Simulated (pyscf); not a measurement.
Single points on ωB97X-D3(BJ)/def2-SVP structures (PySCF, gas phase). MP2 and CC: frozen core, UHF for open shells. ΔMP2 is the change of the MP2 total energy from the triple- to the quadruple-zeta basis.

Question: O=SiH₂ + HO–SiH₃ -> HO–SiH₂–O–SiH₃
Surface: singlet. Broken: H–O. Formed: H–O, O–Si. Give ΔE‡ and ΔE from CCSD(T)/def2-TZVPP + ΔMP2(QZVPP), relative to the separated reactants.

Answer: ΔE‡ = -17.7 kcal/mol, ΔE = -75.8 kcal/mol. Zero-point energy shifts the barrier by +1.2 kcal/mol. It is an addition across a multiple bond or ene-type step, with an imaginary mode of 398i cm⁻¹. On the reactant side the descent ends in an adduct with a O–Si contact, 22.0 kcal/mol under the separated species and 1.6 kcal/mol under the saddle at ωB97X-D3(BJ)/def2-TZVP. At CCSD(T) the saddle lies under the separated reactants, which points to a path from their complex (located at ωB97X-D3(BJ) alone). What is counted as formed (O–Si) is already present as a longer contact in the reactant adduct; forming that adduct is a step of its own. At ωB97X-D3(BJ) the barrier from the zero used here is -20.4 kcal/mol. One saddle was located; it need not be the lowest between these sides. The CCSD(T) − MP2 part came from Ansatz, without density fitting, on the same reference.
